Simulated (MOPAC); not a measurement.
Input for MOPAC: PM3 on H4O3Sn (SMILES [OH][SnH]([OH])[OH]), a point of a torsion scan.

```
PM3 1SCF PRECISE CHARGE=0 THREADS=1
H4O3Sn

O      1.59716773 1     0.16862672 1    -0.72191683 1
Sn     0.03728625 1     0.08821330 1     0.39309058 1
O     -1.43254218 1     0.32887392 1    -0.80827194 1
O     -0.07907957 1    -1.71377413 1     1.03173199 1
H      2.34096815 1    -0.34949714 1    -0.41619371 1
H      0.04975478 1     1.18186936 1     1.62920767 1
H     -1.18723207 1     0.72125164 1    -1.64648910 1
H     -0.93129248 1    -2.12556534 1     0.88941291 1
```

It printed:

```
*******************************************************************************
 **                                                                           **
 **                              MOPAC v23.2.5                                **
 **                                                                           **
 *******************************************************************************
 ** MOPAC's Digital Object Identifier: https://doi.org/10.5281/zenodo.6511958 **
 **                                                                           **
 ** Please cite the open-source release paper for use of this MOPAC version:  **
 ** J. E. Moussa and J. J. P. Stewart (2026)                                  **
 ** MOPAC: An open-source semiempirical molecular orbital program             **
 ** J. Open Source Softw., 11(119), 8025, https://doi.org/10.21105/joss.08025 **
 *******************************************************************************

                              PM3 CALCULATION RESULTS

 *******************************************************************************
 *  PM3        - The PM3 Hamiltonian to be used
 *
 *
 *
 *                 CHARGE ON SYSTEM = 0
 *
 *
 *
 *  PRECISE    - TIGHTER CRITERIA TO BE USED
 *  1SCF       - DO 1 SCF AND THEN STOP
 *  THREADS=1  - MULTI-THREADING NOT USED
 *  T=         - A TIME OF 172800.0 SECONDS REQUESTED
 *  DUMP=N     - RESTART FILE WRITTEN EVERY 7200.0 SECONDS REQUESTED
 *******************************************************************************
PM3 1SCF PRECISE CHARGE=0 THREADS=1
 H4O3Sn

   ATOM   CHEMICAL          X               Y               Z
  NUMBER   SYMBOL      (ANGSTROMS)     (ANGSTROMS)     (ANGSTROMS)

     1       O          1.59716773  *   0.16862672  *  -0.72191683  *
     2      Sn          0.03728625  *   0.08821330  *   0.39309058  *
     3       O         -1.43254218  *   0.32887392  *  -0.80827194  *
     4       O         -0.07907957  *  -1.71377413  *   1.03173199  *
     5       H          2.34096815  *  -0.34949714  *  -0.41619371  *
     6       H          0.04975478  *   1.18186936  *   1.62920767  *
     7       H         -1.18723207  *   0.72125164  *  -1.64648910  *
     8       H         -0.93129248  *  -2.12556534  *   0.88941291  *



          CARTESIAN COORDINATES

    NO.       ATOM           X           Y           Z

     1         O          1.5972      0.1686     -0.7219
     2        Sn          0.0373      0.0882      0.3931
     3         O         -1.4325      0.3289     -0.8083
     4         O         -0.0791     -1.7138      1.0317
     5         H          2.3410     -0.3495     -0.4162
     6         H          0.0498      1.1819      1.6292
     7         H         -1.1872      0.7213     -1.6465
     8         H         -0.9313     -2.1256      0.8894

  H: (PM3): J. J. P. STEWART, J. COMP. CHEM. 10, 209 (1989).
  O: (PM3): J. J. P. STEWART, J. COMP. CHEM. 10, 209 (1989).
 Sn: (PM3): J. J. P. STEWART, J. COMP. CHEM. 12, 320-341 (1991).

           Empirical Formula: H4 O3 Sn  =     8 atoms



      MOLECULAR POINT GROUP   :   C1


      RHF CALCULATION, NO. OF DOUBLY OCCUPIED LEVELS = 13


 -------------------------------------------------------------------------------
 PM3 1SCF PRECISE CHARGE=0 THREADS=1
 H4O3Sn



     1SCF WAS SPECIFIED, SO BFGS WAS NOT USED
     SCF FIELD WAS ACHIEVED


                              PM3 CALCULATION
                                                       MOPAC v23.2.5 Linux




          FINAL HEAT OF FORMATION =       -135.76525 KCAL/MOL =    -568.04180 KJ/MOL


          COSMO AREA              =        110.53 SQUARE ANGSTROMS
          COSMO VOLUME            =         98.55 CUBIC ANGSTROMS

          IONIZATION POTENTIAL    =         11.457016 EV
          HOMO LUMO ENERGIES (EV) =        -11.457 -0.739
          NO. OF FILLED LEVELS    =         13
          MOLECULAR WEIGHT        =        170.7198         POINT GROUP:  C1

          MOLECULAR DIMENSIONS (Angstroms)

            Atom       Atom       Distance
            H     8    H     5     3.94547
            H     7    O     4     3.63312
            H     6    H     8     2.76079


          SCF CALCULATIONS        =          1





   ATOM   CHEMICAL          X               Y               Z
  NUMBER   SYMBOL      (ANGSTROMS)     (ANGSTROMS)     (ANGSTROMS)

     1       O          1.59716773  *   0.16862672  *  -0.72191683  *
     2      Sn          0.03728625  *   0.08821330  *   0.39309058  *
     3       O         -1.43254218  *   0.32887392  *  -0.80827194  *
     4       O         -0.07907957  *  -1.71377413  *   1.03173199  *
     5       H          2.34096815  *  -0.34949714  *  -0.41619371  *
     6       H          0.04975478  *   1.18186936  *   1.62920767  *
     7       H         -1.18723207  *   0.72125164  *  -1.64648910  *
     8       H         -0.93129248  *  -2.12556534  *   0.88941291  *

                             CARTESIAN COORDINATES

   1    O        1.597167730     0.168626720    -0.721916830
   2   Sn        0.037286250     0.088213300     0.393090580
   3    O       -1.432542180     0.328873920    -0.808271940
   4    O       -0.079079570    -1.713774130     1.031731990
   5    H        2.340968150    -0.349497140    -0.416193710
   6    H        0.049754780     1.181869360     1.629207670
   7    H       -1.187232070     0.721251640    -1.646489100
   8    H       -0.931292480    -2.125565340     0.889412910


           Empirical Formula: H4 O3 Sn  =     8 atoms



      MOLECULAR POINT GROUP   :   C1


                  EIGENVALUES
 -36.03344 -35.94404 -35.91380 -18.05719 -16.83383 -16.82414 -15.13050 -14.22053
 -12.89635 -12.76695 -12.30703 -12.21046 -11.45702  -0.73862   1.11516   1.19489
   1.76112   4.66813   5.00464   5.01001


              NET ATOMIC CHARGES AND DIPOLE CONTRIBUTIONS

  ATOM NO.   TYPE          CHARGE      No. of ELECS.   s-Pop       p-Pop
    1          O          -0.683009        6.6830     1.78855     4.89446
    2         Sn           1.651589        2.3484     0.94237     1.40604
    3          O          -0.677921        6.6779     1.78787     4.89005
    4          O          -0.679933        6.6799     1.78839     4.89154
    5          H           0.227981        0.7720     0.77202
    6          H          -0.296442        1.2964     1.29644
    7          H           0.229390        0.7706     0.77061
    8          H           0.228344        0.7717     0.77166
 DIPOLE           X         Y         Z       TOTAL
 POINT-CHG.     0.142     1.070     1.135     1.567
 HYBRID         0.080    -0.416    -0.505     0.659
 SUM            0.222     0.655     0.630     0.935


          ATOMIC ORBITAL ELECTRON POPULATIONS

     Atom    s        px        py        pz
    1  O   1.78855   1.40180   1.75800   1.73466
    2 Sn   0.94237   0.40827   0.49226   0.50551
    3  O   1.78787   1.66546   1.84933   1.37525
    4  O   1.78839   1.44602   1.55126   1.89426
    5  H   0.77202
    6  H   1.29644
    7  H   0.77061
    8  H   0.77166

 **********************
 *                    *
 * JOB ENDED NORMALLY *
 *                    *
 **********************




 == MOPAC DONE ==
```

The run finished.

Cost: very roughly 0.010 core-seconds.
